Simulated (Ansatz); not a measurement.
Reaction (redistribution): `CO[SiH2]S[SiH2]Cl` + `N#C[Si](Cl)(Cl)Cl` → `CO[SiH2]C#N` + `Cl[SiH2]S[Si](Cl)(Cl)Cl`

Gas-phase electronic energies from Ansatz, PBE0-D4/def2-TZVP geometries. CCSD(T)/CBS adds triple-zeta CCSD(T) − MP2 to the extrapolated MP2 energy (def2 sets, frozen cores). DFT in def2-TZVPP. B3LYP here is the variant with VWN-RPA as its local correlation; programs differ in this. Each species was taken in one conformer, which may not be the lowest.

**Question.** Is it downhill or uphill in electronic energy at CCSD(T)/CBS, and by how much? (An estimate is asked.)

**Answer.** The calculation gave: Downhill: ΔE = -13.3 kJ/mol.

**Question.** What do these levels give: r2SCAN-D4, B3LYP-D4, ωB97M-V, B2PLYP, PBE0, HF/def2-TZVPP, SCS-MP2/def2-TZVPP, CCSD(T)/def2-TZVPP, MP2/def2-QZVPP, SCS-MP2/def2-QZVPP, HF/CBS(def2), CCSD/CBS(def2)? (Best estimate.)

**Answer.** Computed: r2SCAN-D4 -10.5, B3LYP-D4 -14.2, ωB97M-V -13.3, B2PLYP -10.9, PBE0 -11.1, HF/def2-TZVPP -12.7, SCS-MP2/def2-TZVPP -10.8, CCSD(T)/def2-TZVPP -9.2, MP2/def2-QZVPP -13.8, SCS-MP2/def2-QZVPP -12.8, HF/CBS(def2) -12.6, CCSD/CBS(def2) -13.6 kJ/mol.

Largest T1 diagnostic among the species: 0.012.

The D4 term adds −3.5 kJ/mol with B3LYP and −1.8 kJ/mol with PBE0; it sums over pairs of atoms, weighted by their polarisabilities, and B3LYP, whose exchange is more repulsive, gets the larger term.
